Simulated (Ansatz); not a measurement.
Total energies of (CdSe)5 ring (Cd₅Se₅) from Ansatz at PBE-D4/def2-SVP, gas phase (1 Eh = 27.2114 eV = 2625.5 kJ/mol). The reference geometry is relaxed at r2SCAN-D4/def2-SVP.

```json
{"state": "charge 0 singlet", "geometry": "reference", "energy (Eh)": "-12843.59203"}
{"state": "charge 1 doublet", "geometry": "reference", "energy (Eh)": "-12843.31723"}
{"state": "free Cd atom (singlet)", "geometry": "–", "energy (Eh)": "-167.74645"}
{"state": "free Se atom (triplet)", "geometry": "–", "energy (Eh)": "-2400.83018"}
```

In the def2 sets Cd takes a core potential; there is no spin–orbit coupling.

Q: Work out the vertical ionisation energy to the doublet.

A: E(charge 1 doublet) − E(charge 0 singlet) = -12843.31723 − (-12843.59203) = 0.27480 Eh = 7.48 eV. For comparison, −ε of the highest occupied level is 5.70 eV at this level, 1.78 eV less.

Q: What is the binding energy per atom against free atoms?

A: Atoms: 5 × (-167.74645) + 5 × (-2400.83018) = -12842.88315 Eh. Binding: -12842.88315 − (-12843.59203) = 0.70888 Eh = 19.29 eV, or 1.93 eV for each of 10 atoms (no zero-point energy, no counterpoise term).

At PBE-D4/def2-SVP the gap within one spin of the charge 1 doublet nearly closes, so an electron or hole may be smeared out by delocalisation error.
